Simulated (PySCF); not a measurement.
H2BFO2 (SMILES OB(O)F), singlet, geometry from GFN2-xTB; CISD/cc-pVDZ (PySCF).

Input for PySCF:
```python
from pyscf import gto, scf, ci

mol = gto.M(
    atom='''
B    -0.05159491   -0.00555567    0.01071653
F     1.26974050    0.13672386   -0.26373156
O    -0.41760793   -0.73601234    1.06456634
H     0.29962872   -1.12006821    1.56831259
O    -0.94382562    0.58941511   -0.78178966
H    -0.57785025    1.09010971   -1.51052457
''',
    basis='cc-pvdz',
    verbose=4,
    max_memory=1800,
)

mf = scf.RHF(mol)
mf.kernel()

myci = ci.CISD(mf, frozen=4)
myci.kernel()
print('E(CISD) = %.10f' % myci.e_tot)
```

Output, abridged:

```
PySCF version 2.14.0

[INPUT] verbose = 4
[INPUT] num. atoms = 6
[INPUT] num. electrons = 32
[INPUT] charge = 0
[INPUT] spin (= nelec alpha-beta = 2S) = 0
[INPUT] symmetry False subgroup None
[INPUT] Mole.unit = angstrom
[INPUT] Symbol           X                Y                Z      unit          X                Y                Z       unit  Magmom
[INPUT]  1 B     -0.051594910000  -0.005555670000   0.010716530000 AA   -0.097500249322  -0.010498694738   0.020251306706 Bohr   0.0
[INPUT]  2 F      1.269740500000   0.136723860000  -0.263731560000 AA    2.399461794268   0.258370650093  -0.498380418804 Bohr   0.0
[INPUT]  3 O     -0.417607930000  -0.736012340000   1.064566340000 AA   -0.789164615147  -1.390861746900   2.011738824031 Bohr   0.0
[INPUT]  4 H      0.299628720000  -1.120068210000   1.568312590000 AA    0.566216219854  -2.116622157732   2.963681272807 Bohr   0.0
[INPUT]  5 O     -0.943825620000   0.589415110000  -0.781789660000 AA   -1.783571931148   1.113833131580  -1.477368344417 Bohr   0.0
[INPUT]  6 H     -0.577850250000   1.090109710000  -1.510524570000 AA   -1.091978713511   2.060008797629  -2.854477741726 Bohr   0.0

nuclear repulsion = 114.995449941013
number of shells = 26
number of NR pGTOs = 118
number of NR cGTOs = 66
basis = cc-pvdz
ecp = {}

******** <class 'pyscf.scf.hf.RHF'> ********
method = RHF
initial guess = minao
damping factor = 0
level_shift factor = 0
DIIS = <class 'pyscf.scf.diis.CDIIS'>
diis_start_cycle = 1
diis_space = 8
diis_damp = 0
SCF conv_tol = 1e-09
SCF conv_tol_grad = None
SCF max_cycles = 50
direct_scf = True
direct_scf_tol = 1e-13
Set gradient conv threshold to 3.16228e-05
Initial guess from minao.
init E= -275.71655550686
  HOMO = -0.49424449386897  LUMO = 0.0839944784418405  gap/eV = 15.73468
cycle= 1 E= -275.113186379088  delta_E= 0.603  |g|=  0.7  |ddm|= 2.17
  HOMO = -0.467916482807251  LUMO = 0.172712582646408  gap/eV = 17.43240
cycle= 2 E= -275.189776220883  delta_E= -0.0766  |g|= 0.343  |ddm|= 0.616
  HOMO = -0.523419900173655  LUMO = 0.172724467025292  gap/eV = 18.94305
cycle= 3 E= -275.209436923735  delta_E= -0.0197  |g|= 0.0447  |ddm|= 0.187
  HOMO = -0.512423820953692  LUMO = 0.178940105102822  gap/eV = 18.81297
cycle= 4 E= -275.210010004798  delta_E= -0.000573  |g|= 0.00822  |ddm|= 0.0441
  HOMO = -0.513741040199386  LUMO = 0.178503499888178  gap/eV = 18.83693
cycle= 5 E= -275.210036133637  delta_E= -2.61e-05  |g|= 0.00199  |ddm|= 0.0105
  HOMO = -0.513430032634068  LUMO = 0.178496526481291  gap/eV = 18.82828
cycle= 6 E= -275.210037972514  delta_E= -1.84e-06  |g|= 0.000927  |ddm|= 0.003
  HOMO = -0.513571096714704  LUMO = 0.178476468318654  gap/eV = 18.83157
cycle= 7 E= -275.210038198896  delta_E= -2.26e-07  |g|= 0.000198  |ddm|= 0.000848
  HOMO = -0.513556078517921  LUMO = 0.178483254112466  gap/eV = 18.83135
cycle= 8 E= -275.210038218333  delta_E= -1.94e-08  |g|= 4.31e-05  |ddm|= 0.000315
  HOMO = -0.513548156863773  LUMO = 0.178483186018312  gap/eV = 18.83113
cycle= 9 E= -275.210038219121  delta_E= -7.88e-10  |g|= 1.04e-05  |ddm|= 5.92e-05
  HOMO = -0.513548223725962  LUMO = 0.178483034947453  gap/eV = 18.83113
Extra cycle  E= -275.210038219176  delta_E= -5.43e-11  |g|= 4.32e-06  |ddm|= 1.27e-05
converged SCF energy = -275.210038219176

******** <class 'pyscf.ci.cisd.RCISD'> ********
CISD nocc = 12, nmo = 62
frozen orbitals 4
max_cycle = 50
direct = 0
conv_tol = 1e-09
max_cycle = 50
max_space = 12
lindep = 0
nroots = 1
Init t2, MP2 energy = -0.636550046322773
RCISD converged
E(RCISD) = -275.7868201590928  E_corr = -0.5767819399169909
E(CISD) = -275.7868201591
```
